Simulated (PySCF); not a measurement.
## Substituent chemical shifts

Parent skeleton `[CH2:1]=[CH:2][CH:3]=[N:4][SiH2:5][PH2:6]`; one hydrogen on atom 2 is replaced by X. Hydrogens on one atom are averaged.

[PySCF 2.14.0 with density-fitted response routines: geometry: GFN2-xTB; shieldings: GIAO PBE0/pcSseg-1; non-relativistic Hamiltonian; single conformer; in vacuum; equivalent nuclei averaged]

Shifts are taken against calculated references (same method and geometry level): $^{13}$C, $^{29}$Si, $^{1}$H against TMS; $^{15}$N vs NH3; $^{31}$P vs H3PO4.

**Question.** Give δ (ppm) for X = CN, vinyl, ethynyl, CH2SiH3.

**Answer.** 
| X | SMILES | C1 | C2 | C3 | N4 | Si5 | P6 | H(C1) | H(C3) | H(Si5) |
| --- | --- | --- | --- | --- | --- | --- | --- | --- | --- | --- |
| CN | C=C(C#N)/C=N/[SiH2]P | 150.0 | 134.8 | 171.3 | 404.3 | -40.9 | -301.4 | 6.77 | 8.58 | 5.69 |
| vinyl | C=CC(=C)/C=N/[SiH2]P | 136.7 | 152.3 | 176.3 | 387.7 | -41.5 | -298.2 | 5.93 | 8.94 | 5.68 |
| ethynyl | C#CC(=C)/C=N\[SiH2]P | 140.1 | 133.3 | 176.4 | 373.6 | -53.7 | -309.2 | 6.27 | 8.87 | 5.75 |
| CH2SiH3 | C=C(/C=N/[SiH2]P)C[SiH3] | 134.1 | 157.6 | 176.7 | 375.9 | -41.3 | -294.7 | 6.05 | 8.63 | 5.71 |

**Question.** Which position responds most, and to which substituents?

**Answer.** N4: from 373.6 ppm with ethynyl to 404.3 ppm with CN.

Experimental scales use liquid or dissolved standards, which lie at an offset from isolated NH3 (liquid NH3: subtract about 20 ppm) and H3PO4. Unscaled 15N shifts of sp2 nitrogen come out 20 to 40 ppm too high even then.
